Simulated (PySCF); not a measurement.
C2H3Cl3Si.
Cartesian coordinates in Å at the PBE0-D3(BJ)/def2-SVP level; atoms count from 1:
```xyz
9
C2H3Cl3Si angstrom
C      0.9296    0.2628    0.0918
C     -0.0331   -0.6363    0.3190
Si    -1.8045   -0.3554   -0.1014
Cl    -2.0676    1.5077   -0.9209
Cl    -2.9713   -0.5219    1.5770
Cl    -2.4536   -1.7571   -1.4487
H      1.9739    0.0630    0.3534
H      0.7124    1.2339   -0.3652
H      0.2203   -1.6002    0.7784
```

Theory: core-valence-separated Tamm–Dancoff BHandHLYP/aug-pcX-1 (pcseg-1 on H, def2-SVPD on Si, def2-SVPD on Cl) in PySCF, non-relativistic, gas phase, PBE0-D3(BJ)/def2-SVP geometry. The energies are unshifted.

(1) List the carbon K-edge absorption lines.

## Answers

(1) 
| E (eV) | f | core hole on | main final orbital | polarisation |
| --- | --- | --- | --- | --- |
| 282.10 | 0.0641 | C1 | LUMO (85 %) | normal to the local trigonal plane |
| 282.29 | 0.0527 | C2 | LUMO (84 %) | normal to the local trigonal plane |
| 285.95 | 0.0098 | C2 | LUMO+1 (46 %) | in the local trigonal plane |
| 286.18 | 0.0274 | C2 | LUMO+2 (32 %) | in the local trigonal plane |
| 286.40 | 0.0100 | C1 | LUMO+1 (45 %) | in the local trigonal plane |
| 286.69 | 0.0053 | C2 | LUMO+3 (32 %) | in the local trigonal plane |
| 286.99 | 0.0253 | C1 | LUMO+3 (46 %) | in the local trigonal plane |
| 287.20 | 0.0123 | C2 | LUMO+5 (36 %) | normal to the local trigonal plane |
| 287.48 | 0.0000 | C2 | LUMO+4 (34 %) | – |
| 287.63 | 0.0006 | C1 | LUMO+2 (32 %) | – |
| 287.95 | 0.0034 | C2 | LUMO+6 (61 %) | in the local trigonal plane |

The first line with a tenth or more of the strongest one's intensity is at 282.10 eV (f = 0.064), with the hole on C1 (terminal =CH2 carbon), polarised normal to the local trigonal plane: a 1s→π* resonance. It is also the strongest listed.

Roots within 0.03 eV whose holes lie on the same, on equivalent or on shared atoms are summed into one line, and the highest roots are left out, as the search may have cut off their partners. Final orbitals are the ground state's empty Kohn–Sham orbitals. A dash: too weak, shared between unlike atoms, or no plane or axis to refer to.

Task: What is the summed oscillator strength of the listed C K lines, and their intensity-weighted mean energy?

Result: Σf = 0.211 over 11 lines from 282.10 to 287.95 eV; the weighted mean is 284.17 eV. The strongest line holds 30 % of the sum.

The list ends where the root search ended, not at a threshold.
